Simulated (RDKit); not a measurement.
Input file for RDKit: UFF on ClH5OSi (a complex), monomers drawn apart or pushed together.

```python
from rdkit import Chem
from rdkit.Chem import AllChem, rdDetermineBonds

blocks = [
'''3

O     0.09649005   -0.38124144    0.07613971
H     0.78542324   -0.95395377   -0.27665189
H     0.56608962    0.32634946    0.53390192
''',
'''5

Si   -0.35637809   -0.73678701    5.77803791
Cl    1.02691694    0.81898508    5.69787981
H    -0.61901472   -0.98021965    7.21142486
H     0.24554538   -1.93281001    5.16500462
H    -1.58662907   -0.31376984    5.09186349
''',
]
mol = None
for b in blocks:
    f = Chem.MolFromXYZBlock(b)
    rdDetermineBonds.DetermineBonds(f, charge=0)
    mol = f if mol is None else Chem.CombineMols(mol, f)
Chem.SanitizeMol(mol)
print(Chem.MolToSmiles(Chem.RemoveHs(mol)))
ff = AllChem.UFFGetMoleculeForceField(mol, vdwThresh=100.0, ignoreInterfragInteractions=False)
e = ff.CalcEnergy()
print(f'UFF energy {e:.6f} kcal/mol')
```

Program output:

```
O.[SiH3]Cl
UFF energy 0.868989 kcal/mol
```

The run finished.

Cost: about 0.010 core-seconds (a rough figure).
